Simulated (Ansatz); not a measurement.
The cluster SiAu2⁺. Total charge 1; doublet. Geometry PBE-D4/def2-TZVP, that of the neutral singlet; atoms count from 1.

```xyz
3

Au    1.469   -0.101   -0.923
Au   -0.745    0.660    1.425
Si   -0.724   -0.559   -0.502
```

In the def2 sets Au takes a core potential; there is no spin–orbit coupling. The structure comes from a short search, and lower isomers may exist.

(1) Estimate the Mulliken populations from the PBE0/def2-TZVP orbitals of Ansatz.

(2) Where does the spin sit?

(3) And the Mayer bond orders between bonded heavy atoms (over 0.3)?

## Answers

(1) 
| atom | charge (e) | spin (α − β) | d electrons |
| --- | --- | --- | --- |
| Au1 | 0.48 | 0.24 | 9.61 |
| Au2 | 0.48 | 0.24 | 9.61 |
| Si3 | 0.05 | 0.51 | – |
Mulliken values and Mayer orders depend strongly on the basis.

(2) Summed by element: Au 0.49, Si 0.51, of 1 unpaired in all. Largest on single atoms: Si3 0.51, Au1 0.24, Au2 0.24.

(3) Au1–Si3 1.34 (2.28 Å); Au2–Si3 1.34 (2.28 Å).
